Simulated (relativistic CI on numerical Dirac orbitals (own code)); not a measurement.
**Crystal-field levels of Ni2+, 3d8**

Calculated by Dirac-Coulomb-Breit CI, KLI orbitals optimised for each configuration, model QED (radiative potential, 1s self-energy scaled to tabulated hydrogen-like ionisation energies), valence Slater integrals scaled by 0.85, one configuration in a parametric crystal field (own radial code).

Field parameters in Wybourne normalisation: D4h B²₀ = −7Ds, B⁴₀ = 21(Dq − Dt), B⁴₄ = 21√(5/14) Dq; Td as Oh with Dq negative (B⁴₀ = 21Dq, B⁴₄ = √(5/14) B⁴₀). The field is a parameter set, without covalency.

S and J are read from ⟨S²⟩ = S(S + 1) and ⟨J²⟩ = J(J + 1) of each level; they are not fictitious spins.

Td, 10Dq = -5100 cm⁻¹, the lowest 16 levels:

| E (cm⁻¹) | Degeneracy | Irrep | S | J |
| --- | --- | --- | --- | --- |
| 0.0 | 1 | A1 | 1.00 | 3.98 |
| 398 | 3 | T1 | 1.00 | 3.75 |
| 1114 | 2 | E | 1.00 | 3.35 |
| 1324 | 3 | T2 | 1.00 | 3.02 |
| 5170 | 3 | T1 | 1.00 | 3.28 |
| 5284 | 3 | T2 | 1.00 | 3.24 |
| 5341 | 2 | E | 1.00 | 2.91 |
| 5576 | 1 | A2 | 1.00 | 3.00 |
| 10459 | 3 | T2 | 0.99 | 3.01 |
| 16046 | 3 | T2 | 0.08 | 2.24 |
| 16851 | 2 | E | 0.09 | 2.55 |
| 21003 | 3 | T2 | 0.98 | 2.05 |
| 21054 | 2 | E | 0.97 | 2.08 |
| 21568 | 3 | T1 | 1.00 | 1.05 |
| 21807 | 1 | A1 | 1.00 | 0.17 |
| 24769 | 3 | T2 | 0.01 | 3.84 |

Td, 10Dq = -4350 cm⁻¹, the lowest 16 levels:

```
E (cm⁻¹)  Degeneracy  Irrep     S     J
     0.0           1     A1  1.00  3.98
     386           3     T1  1.00  3.77
    1067           2      E  1.00  3.43
    1312           3     T2  1.00  3.06
    4535           3     T1  1.00  3.26
    4630           3     T2  1.00  3.25
    4742           2      E  1.00  2.83
    4927           1     A2  1.00  3.00
    9091           3     T2  1.00  2.96
   15906           3     T2  0.08  2.18
   16728           2      E  0.11  2.46
   20472           3     T2  0.97  2.04
   20531           2      E  0.96  2.08
   21018           3     T1  1.00  1.04
   21260           1     A1  1.00  0.13
   24329           3     T2  0.01  3.88
```

Td, 10Dq = -11250 cm⁻¹, the lowest 10 levels:

| E (cm⁻¹) | Degeneracy | Irrep | S | J |
| --- | --- | --- | --- | --- |
| 0.0 | 1 | A1 | 1.00 | 3.93 |
| 429 | 3 | T1 | 1.00 | 3.65 |
| 1231 | 2 | E | 1.00 | 3.05 |
| 1321 | 3 | T2 | 1.00 | 2.90 |
| 10631 | 3 | T1 | 1.00 | 3.35 |
| 10689 | 2 | E | 1.00 | 3.21 |
| 10765 | 3 | T2 | 0.99 | 3.19 |
| 11084 | 1 | A2 | 1.00 | 3.00 |
| 16541 | 3 | T2 | 0.06 | 2.65 |
| 17047 | 2 | E | 0.02 | 2.93 |

D4h, 10Dq = 13750, Ds = 1880, Dt = -780 cm⁻¹, the lowest 16 levels:

```csv
E (cm⁻¹),Degeneracy,Irrep,S,J
0.0,2,E,1.00,3.35
7.4,1,B2,1.00,3.34
13639,1,B1,0.98,3.34
13801,2,E,1.00,3.27
15749,1,A1,0.06,2.81
16887,1,B1,0.10,2.85
19981,1,A1,0.99,3.70
20102,1,A2,1.00,3.55
20324,2,E,1.00,3.36
20701,1,B2,1.00,3.02
20756,1,B1,0.99,3.09
21881,2,E,1.00,2.31
22028,1,A1,0.98,2.35
28754,1,A1,0.59,3.46
29494,1,A2,0.98,3.31
29770,2,E,1.00,3.08
```

Td, 10Dq = -6250 cm⁻¹, the lowest 10 levels:

```csv
E (cm⁻¹),Degeneracy,Irrep,S,J
0.0,1,A1,1.00,3.97
410,3,T1,1.00,3.73
1162,2,E,1.00,3.25
1333,3,T2,1.00,2.98
6161,3,T1,1.00,3.30
6293,2,E,1.00,3.01
6293,3,T2,1.00,3.23
6582,1,A2,1.00,3.00
12573,3,T2,0.99,3.06
16225,3,T2,0.07,2.33
```

The free-ion ground term has S = 1. Every field shown keeps that spin.

Levels of this model without a field, named by their leading LS term: ³F4 0, ³F3 1306, ³F2 2188, ¹D2 14583, ³P2 17713, ³P1 18119, ³P0 18370, ¹G4 22574 cm⁻¹.
